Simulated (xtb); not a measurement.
Species: [Mo(Cl)(F)5] (charge 0, multiplicity 1).

Task: Give a relaxed geometry from GFN2-xTB run with xtb.

Result: the end point of this relaxation.
Cartesian coordinates (Å) in one orientation:
```xyz
7

Mo     0.011    -0.023    -0.040
Cl     0.492    -1.079    -1.857
F      1.549    -0.430     0.683
F     -0.388     0.851     1.464
F      0.692     1.467    -0.647
F     -1.558     0.448    -0.651
F     -0.701    -1.449     0.679
```
